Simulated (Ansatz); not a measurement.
```xyz
15

C    -1.1234   -1.1748    1.8896
C    -1.2328   -1.4825    0.4135
Se    0.4571   -1.2615   -0.5734
Si    0.4955    1.0112   -0.6134
C     1.8647    1.5436   -1.7642
H    -0.3650   -1.7984    2.3664
H    -2.0810   -1.3596    2.3867
H    -0.8524   -0.1313    2.0624
H    -1.5030   -2.5254    0.2417
H    -1.9813   -0.8616   -0.0804
H     0.7168    1.5764    0.7471
H    -0.8353    1.4946   -1.0792
H     2.8294    1.1669   -1.4175
H     1.9199    2.6342   -1.8049
H     1.6906    1.1680   -2.7743
```

The species carries charge 0 and has multiplicity 1.

**Question.** List the PBE0/def2-TZVPP orbital energies in eV (Ansatz). (An estimate is asked.)

**Answer.** Ansatz gave: Occupied: -12361.01, -1802.74, -1583.81, -1420.84, -1420.81, -1420.76, -279.08, -278.07, -277.92, -214.22, -157.80, -157.70, -157.54, -145.03, -99.72, -99.67, -99.66, -57.80, -57.79, -57.65, -57.57, -57.55, -22.00, -19.88, -18.97, -16.78, -14.09, -12.83, -12.11, -11.69, -11.59, -11.00, -10.27, -9.59, -9.43, -8.87, -8.10, -6.42. Lowest empty: -0.07, 0.87, 1.27, 1.43, 1.91, 2.02, 2.54, 2.69.
